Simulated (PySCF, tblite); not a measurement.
Isomers of C5H14SSi2. Level: GFN2-xTB in tblite, geometry and Hessian alike; calculated harmonic values, unscaled, isolated species. Against measured fundamentals such values can be off by several per cent, at times by over 20. Modes of hydrogen on silicon can be 10 to 20 % off. One conformer each.

Electronic energies: PBE0/pcSseg-1 single points on the GFN2-xTB geometries (PySCF, gas phase).

| SMILES | electronic energy, lowest = 0 (kJ/mol) |
| --- | --- |
| C[Si@@H]1CC(C)(C)[SiH2]S1 | 0.0 |
| CSC[Si@@H]1CCC[SiH2]1 | 202.1 |
| CC[Si@@H](S[SiH3])C1CC1 | 141.5 |
| CC/C=C/[SiH2]S[SiH2]C | 114.3 |
| CS[C@H]([SiH3])[SiH2]C1CC1 | 321.1 |
| CC/C(=C\[SiH3])[SiH2]SC | 241.4 |
| CS[SiH2][C@H]1CC[SiH2]C1 | 145.6 |
| CC/C=C\[SiH2]S[SiH2]C | 119.9 |

Problem. How do GFN2-xTB zero-point energies change the relative energies?

Solution. 
```csv
SMILES,ZPE (kJ/mol),of it from modes above 1550 cm⁻¹,electronic (kJ/mol),"with ZPE, lowest = 0 (kJ/mol)",lowest mode (cm⁻¹),rings
C[Si@@H]1CC(C)(C)[SiH2]S1,458.6,239.0,0.0,0.0,49,1
CC/C=C/[SiH2]S[SiH2]C,444.0,245.1,114.3,99.7,10,0
CC/C=C\[SiH2]S[SiH2]C,445.2,245.2,119.9,106.6,13i,0
CC[Si@@H](S[SiH3])C1CC1,450.0,236.8,141.5,132.9,13,1
CS[SiH2][C@H]1CC[SiH2]C1,451.6,232.8,145.6,138.6,37,1
CSC[Si@@H]1CCC[SiH2]1,453.2,235.8,202.1,196.8,36,1
CC/C(=C\[SiH3])[SiH2]SC,437.5,239.7,241.4,220.4,31,0
CS[C@H]([SiH3])[SiH2]C1CC1,436.1,231.4,321.1,298.6,21,1
```

The zero-point energies span 22.5 kJ/mol, from `CS[C@H]([SiH3])[SiH2]C1CC1` to `C[Si@@H]1CC(C)(C)[SiH2]S1`. Slightly imaginary modes are left out of the zero-point energy: `CC/C=C\[SiH2]S[SiH2]C` 12.5i cm⁻¹. The order is unchanged.

Problem. And how do the electronic energies of GFN2-xTB itself compare?

Solution. `C[Si@@H]1CC(C)(C)[SiH2]S1` 0.0; `CC/C=C/[SiH2]S[SiH2]C` 87.6; `CC/C=C\[SiH2]S[SiH2]C` 86.7; `CC[Si@@H](S[SiH3])C1CC1` 78.0; `CS[SiH2][C@H]1CC[SiH2]C1` 95.9; `CSC[Si@@H]1CCC[SiH2]1` 231.8; `CC/C(=C\[SiH3])[SiH2]SC` 166.1; `CS[C@H]([SiH3])[SiH2]C1CC1` 264.7 kJ/mol, lowest = 0. Against the energies above, taken from the same isomer `C[Si@@H]1CC(C)(C)[SiH2]S1`, the largest difference is 75.3 kJ/mol.

Problem. What do entropy and thermal enthalpy add at 298.15 K and 1 bar (rigid rotor, harmonic oscillator, one conformer each)?

Solution. 
```
                   SMILES  point group  symmetry number  S (J/(mol K))  H − H(0) (kJ/mol)  ZPE + H − H(0) − TS (kJ/mol)
C[Si@@H]1CC(C)(C)[SiH2]S1           C1                1          445.4              34.38                         360.1
 CS[SiH2][C@H]1CC[SiH2]C1           C1                1          458.5              33.85                         348.7
    CSC[Si@@H]1CCC[SiH2]1           C1                1          464.7              34.60                         349.3
  CC/C(=C\[SiH3])[SiH2]SC           C1                1          494.6              38.37                         328.4
```

Not tabulated: `CC/C=C/[SiH2]S[SiH2]C` (lowest mode only 10 cm⁻¹); `CC/C=C\[SiH2]S[SiH2]C` (lowest mode only 12i cm⁻¹); `CC[Si@@H](S[SiH3])C1CC1` (lowest mode only 12 cm⁻¹); `CS[C@H]([SiH3])[SiH2]C1CC1` (lowest mode only 21 cm⁻¹).
